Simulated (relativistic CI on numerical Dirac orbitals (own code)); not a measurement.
## Bi70+: q coefficients and field-shift factors

These numbers are calculated, not measured: Dirac-Coulomb-Breit CI, orbitals from a KLI potential per configuration, derivatives by finite differences, unscaled Slater integrals, QED left out (own radial code, finite nucleus).

Configuration list (outside the closed core [Ne]): 3s2 3p, 3s2 3d, 3s 3p2, 3p3, 3s 3p 3d, 3p 3d2, 3s 3d2, 3p2 3d. Levels of other configurations are missing.

With x = (α/α₀)² − 1 an excitation energy changes as ω = ω₀ + qx; K = 2q/ω₀ is the relative enhancement. Terms are leading LS components, so labels can repeat. The field-shift factor is F = δν/δ⟨r²⟩ for the transition from the lowest level.

Lowest level 3s2 3p 2P°_1/2.

```csv
Level,ω₀ (cm⁻¹),q (cm⁻¹),K,F (GHz/fm²)
3s 3p2 4P_1/2,1696767,552100,0.651,-18000
3s2 3p 2P°_3/2,5102348,6.638e+06,2.6,-1860
3s 3p2 4P_3/2,6500542,7.13e+06,2.19,-19400
3s 3p2 2D_5/2,6677043,7.149e+06,2.14,-19400
3s 3p2 2D_3/2,6849099,7.049e+06,2.06,-15000
3s 3p2 2P_1/2,6969797,7.173e+06,2.06,-19800
3s2 3d 2D_3/2,7334103,6.93e+06,1.89,-6740
3s2 3d 2D_5/2,8341764,7.957e+06,1.91,-2020
3s 3p 3d 4F°_3/2,8450009,7.331e+06,1.74,-23000
3p3 2P°_3/2,8594151,7.533e+06,1.75,-30300
3s 3p 3d 4F°_5/2,8651854,7.278e+06,1.68,-19600
3s 3p 3d 4D°_1/2,8911684,7.339e+06,1.65,-19600
3s 3p 3d 4D°_3/2,9003928,7.458e+06,1.66,-22700
3s 3p 3d 4P°_5/2,9771407,8.444e+06,1.73,-19500
3s 3p 3d 4F°_7/2,9916837,8.477e+06,1.71,-19500
3s 3p 3d 2F°_5/2,10011596,8.491e+06,1.7,-19600
3s 3p 3d 2P°_3/2,10052415,8.484e+06,1.69,-20300
3p2 3d 2D_3/2,10533111,7.821e+06,1.48,-37400
3s 3p2 4P_5/2,11709500,1.374e+07,2.35,-21400
3p2 3d 2D_5/2,11809932,9.049e+06,1.53,-37300
3s 3p2 2S_1/2,12068378,1.38e+07,2.29,-21400
3s 3p2 2P_3/2,12136977,1.381e+07,2.28,-21500
3p3 2D°_5/2,13519093,1.411e+07,2.09,-31200
```

At this charge energies of transitions that change n are usually good to better than 1 %, and those within a shell (Δn = 0) to a few per cent.
